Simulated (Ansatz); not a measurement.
Basis-set extrapolation for C₃H₈BNO (`B/N=C\OCC`) (PBE0-D4/def2-TZVP geometry, frozen core, Ansatz). Multiplicity 1, RHF reference.

```
                      def2-TZVPP   def2-QZVPP
                 HF  -272.364099  -272.376837
    MP2 correlation    -1.040996    -1.112272
CCSD(T) correlation    -1.130766      not run
```

Energies in hartree. Use E(X) = E(∞) + A·exp(−7.88·√X) for Hartree–Fock and E(X) = E(∞) + B·X^(−2.97) for correlation, with X = 3 and 4, and add CCSD(T) minus MP2 of the smaller set to the MP2 limit.

**Question.** What is the CCSD(T) energy at the basis-set limit?

**Answer.** HF limit: -272.376837 + (-0.012738) × 0.13774 = -272.37859. MP2 limit: -1.112272 + (-0.071276) × 0.74074 = -1.16507. Higher-order term: -1.130766 − (-1.040996) = -0.08977. Total: -273.63343 hartree, 363.8 kJ/mol below CCSD(T)/def2-TZVPP.
